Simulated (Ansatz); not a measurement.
Cu3S2, relaxed as a doublet with UKS r2SCAN-D4/def2-SVP in Ansatz, starting from the GFN1-xTB geometry. Force threshold 0.02 eV/Å.

The relaxation made no stability test and no search for a lower SCF solution. No other spin state of charge 0 was run. The structure comes from a short search, and lower isomers may exist.

Start:

```
atom   x (Å)   y (Å)   z (Å)
 Cu1   1.213   0.129   0.909
 Cu2  -1.158  -0.021   0.694
 Cu3   0.132  -0.171  -1.420
  S4  -0.446   1.764  -0.441
  S5   0.259  -1.701   0.259
```

Estimate the energy that the relaxation releases and the steps that it takes.

0.31 eV, in 3 steps; 21 s on 4 threads of Arm Neoverse V1 on a shared host. No frequencies were taken in this run, so the end may be a saddle point.

Does the start keep its bonding?

By distances, no bond broke or formed. The bond that changes most is Cu1–S4, from 2.69 to 2.26 Å (atoms count from 1). The end is the same structure that another start reached, the lowest one found.

Predict the relaxed structure.


```
atom   x (Å)   y (Å)   z (Å)
 Cu1   1.139   0.301   0.752
 Cu2  -1.244  -0.087   0.628
 Cu3   0.104  -0.215  -1.377
  S4  -0.267   1.728  -0.292
  S5   0.268  -1.728   0.289
```
Bond lengths (bridged metal pairs left out): 6 × Cu–S 2.26 Å.
